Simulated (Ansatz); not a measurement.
`[SiH3]B1CN1` + `O[SiH]1BN1` → `[SiH3][SiH]1BN1` + `OB1CN1`  (redistribution)

Computed with Ansatz on PBE0-D4/def2-TZVP structures; ΔE is electronic, products minus reactants. CCSD(T)/CBS adds triple-zeta CCSD(T) − MP2 to the extrapolated MP2 energy (def2 sets, frozen cores). Functionals use def2-TZVPP. B3LYP here is the variant with VWN-RPA as its local correlation; programs differ in this. One conformer a species, not always the lowest.

**Question.** Is it downhill or uphill in electronic energy at CCSD(T)/CBS, and by how much? (An estimate is asked.)

**Answer.** Ansatz gave: Downhill: ΔE = -0.9 kcal/mol.

**Question.** What do these levels give: LDA (SPW92), r2SCAN-D4, B3LYP-D4, r2SCANh-D4, B2PLYP, revPBE, r2SCANh, LC-ωPBE, RPA@PBE/def2-TZVPP, HF/def2-SVP, MP2/def2-TZVPP, MP2/def2-QZVPP? (Estimate.)

**Answer.** The calculation gave: LDA (SPW92) -5.2, r2SCAN-D4 -3.1, B3LYP-D4 -3.0, r2SCANh-D4 -3.1, B2PLYP -1.8, revPBE -4.7, r2SCANh -3.1, LC-ωPBE -2.2, RPA@PBE/def2-TZVPP -1.0, HF/def2-SVP -7.0, MP2/def2-TZVPP -0.6, MP2/def2-QZVPP -0.2 kcal/mol.

Largest T1 diagnostic among the species: 0.015.

Leaving LDA and LC-ωPBE aside and taking each functional with its dispersion term where it has one, the values, not all of them listed here, spread over 3.2 kcal/mol, from PBE-D4 to ωB97M-V. At CCSD(T), def2-SVP lies −6.3 kcal/mol from the extrapolated value and def2-TZVPP −0.6 kcal/mol. From BLYP to BHLYP (50 % exact exchange), in def2-TZVPP and without D4, ΔE moves by +1.2 kcal/mol.
